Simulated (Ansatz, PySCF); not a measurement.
System: C4H5OSi (charge 0, doublet). SMILES: [SiH2]c1ccoc1
Coordinates optimised at B3LYP-D3(BJ)/def2-TZVP (Ansatz, an electronic-structure program):
```
C
C 1 1.3675
O 2 1.3570 1 111.40
C 3 1.3657 2 106.73 1 -0.27
C 4 1.3510 3 110.34 2 -0.04
H 4 1.0754 5 133.77 1 -179.39
H 2 1.0761 3 115.82 4 -179.84
H 5 1.0771 4 126.29 6 0.15
Si 1 1.8412 2 127.02 7 -3.48
H 9 1.4847 1 111.14 2 146.11
H 9 1.4848 10 111.31 1 123.79
```
Charge 0, spin multiplicity 2.

Quantity: atomisation energy, in kcal/mol. Conventions: 6-31G* and kin with 6d, 5d where marked; 6-311+G** with 5d, 6d on Na to Ar in Ansatz; atomisation electronic, to ground-state atoms; UHF or UKS for open shells; non-relativistic; no spin-orbit coupling; dispersion terms only where a functional's name holds one. First-principles rows: single points at B3LYP-D3(BJ) geometries (Ansatz).

| level | program | atomisation energy (kcal/mol) |
|---|---|---|
| PBE/6-311+G** | Ansatz | 1136.8 |
| B3LYP/6-31G* | Ansatz | 1099.8 |
| B3LYP/6-31G** | Ansatz | 1104.4 |
| PBE0/6-31G* | Ansatz | 1119.4 |
| M06-2X/6-31G* (5d) | PySCF | 1115.1 |
| B3PW91/6-31G* (5d) | PySCF | 1112.8 |
| B3LYP/def2-TZVPD | Ansatz | 1101.1 |

No value to compare with is used here. The 6 habitual levels span 1099.8 (B3LYP/6-31G*) to 1136.8 kcal/mol (PBE/6-311+G**); B3LYP/def2-TZVPD gives 1101.1.

The levels are drawn from those run, B3LYP/6-31G* more often than the rest, none by its result; left out are runs that failed, that the program found above a lower state of the same kind, or whose <S^2> lies over 0.5 above the pure value.
